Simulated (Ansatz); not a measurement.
CH9NSi4, SMILES [SiH3][Si@H]1[SiH2]C=N[SiH2]1.

Coordinates come from a PBE-D3(BJ)/def2-SVP optimisation. The structure was generated by enumeration; whether it is a known compound was not checked.

Two levels are set side by side: PBE/def2-SVPD (Ansatz, an electronic-structure program) and PBE0/def2-SVPD (Ansatz). Energy differences of separate SCF runs at the same geometry; the states with an electron removed or added have multiplicity 2 and 2. Differences are taken from unrounded values.

```
quantity                           PBE0
---------------------------------  ----
vertical ionisation energy (eV)    8.33
vertical singlet–triplet gap (eV)  2.76
```

**Question.** What does PBE give, and how far is it from PBE0? (Estimate from the structure and the level; the computed values follow.)

**Answer.** 
```
quantity                            PBE  PBE minus PBE0
---------------------------------  ----  --------------
vertical ionisation energy (eV)    8.13           -0.20
vertical singlet–triplet gap (eV)  2.76            0.00
```
